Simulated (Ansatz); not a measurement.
Consider the formal exchange of groups at the Se–B bond: `COB(C)[SeH]` + `Cl[SiH](Cl)Cl` → `Cl[Si](Cl)(Cl)[SeH]` + `CBOC`.

Gas-phase electronic energies from Ansatz, PBE0-D4/def2-TZVP geometries. CCSD(T)/CBS adds triple-zeta CCSD(T) − MP2 to the extrapolated MP2 energy (def2 sets, frozen cores). This one scheme is used for every species. DFT in def2-TZVPP. B3LYP here is the variant with VWN-RPA as its local correlation; programs differ in this. For Se outer-core shells are correlated without core-valence functions, which leaves a few kJ/mol of doubt a bond. Scalar relativity is left out up to krypton. Each species was taken in one conformer, which may not be the lowest.

```
             level  ΔE (kJ/mol)  difference from CCSD(T)/CBS
            PBE-D4          6.3                         -4.7
           PBE0-D4          7.1                         -3.9
               PBE          7.8                         -3.2
            r2SCAN         11.2                          0.2
             B3LYP          8.2                         -2.8
SCS-MP2/def2-TZVPP         13.1                          2.1
    MP2/def2-QZVPP         10.3                         -0.7
SCS-MP2/def2-QZVPP         10.7                         -0.3
      HF/CBS(def2)         11.1                          0.1
    CCSD/CBS(def2)         10.6                         -0.4
       CCSD(T)/CBS         11.0                            0
```

Largest T1 diagnostic among the species: 0.012.
